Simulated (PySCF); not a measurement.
**Ionisation energy of Cu¹⁸⁺ by level of theory**

Cu¹⁸⁺ [Ne] 3s1 (2S) → Cu¹⁹⁺ [Ne] (1S), as a difference of total energies. Calculation: PySCF 2.14, in an uncontracted even-tempered set (18 s from 1.5 bohr⁻², ratio 2.5; 11 p from 2 bohr⁻², ratio 2.5; 5 d from 7.9 bohr⁻², ratio 2.7; 4 f from 12 bohr⁻², ratio 2.7); scalar relativity by spin-free X2C-1e. Correlated levels: outer shells: 1s2 frozen; virtual orbitals above 40 to 60 times the deepest correlated orbital energy dropped. The calculations carry no spin-orbit coupling.

```
                method  ionisation energy (eV)
                   UHF                  669.99
    MP2 (outer shells)                  670.61
SCS-MP2 (outer shells)                  670.50
   CCSD (outer shells)                  670.61
CCSD(T) (outer shells)                  670.61
```

Task: How much does correlation contribute at CCSD(T) (outer shells)?

Result: 670.61 − (669.99) = 0.62 eV, measured against UHF.

For comparison: 670.61 eV (semi-empirical (NIST evaluation); NIST Atomic Spectra Database, ionization energies).
